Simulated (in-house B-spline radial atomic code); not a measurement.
Values are calculated unless marked as measured or tabulated.
Sc in an electron gas of r_s = 1.8: phase shifts, screening and friction

A nucleus sits in a uniform electron gas with a rigid positive background. The Kohn-Sham equations are solved self-consistently in the spin-unpolarised LDA (PW92), non-relativistic, on B-splines with outgoing waves at the boundary and partial waves to l = 8. The model has no lattice, no bands and no magnetic solution. Atomic units; δ_l are the phase shifts at the Fermi level, counted so that each bound state adds π, and good to about 0.0005.

The density parameter is r_s = 1.8 bohr.

```
l  δ_l (rad)
0     8.2728
1     5.8125
2     1.3596
3     0.0489
4     0.0105
5     0.0023
6     0.0003
7    -0.0001
8    -0.0002
```

Bound levels below the band bottom (hartree): s -159.3, s -16.3, p -13.33, s -1.202, p -0.4754.

**Question.** Check the Friedel sum rule, and say where the screening charge sits.

**Answer.** k_F = (9π/4)^(1/3)/r_s = 1.06620. The rule is Z = (2/π) Σ (2l + 1) δ_l. The terms are s 5.267, p 11.101, d 4.328, f 0.218 and 0.076 beyond, in all 20.989 against Z = 21. Bound states hold 6 s, 12 p, 0 d electrons, so the scattering states carry 2.99 in all; where a term is smaller than its bound count, the bound level has drawn weight out of the band.

**Question.** Find the transport cross section and the electronic stopping of a 5 keV Sc ion (mass 44.96 u).

**Answer.** σ_tr = (4π/k_F²) Σ (l + 1) sin²(δ_l − δ_(l+1)). The terms for l = 0 to 3 are 0.3966, 1.8683, 2.8016, 0.0059, all together 5.0728, so σ_tr = 11.054 × 5.0728 = 56.077 bohr². With n = 3/(4π r_s³) = 0.04093, the friction coefficient is Q = n k_F σ_tr = 2.4475. For v well below v_F = 1.066, dE/dx = Q v; with 24801 eV per u at v = 1, v = √(5000/(24801 × 44.96)) = 0.0670, so dE/dx = 0.16389 hartree/bohr = 84.3 eV/nm. The largest term couples the d and f waves.
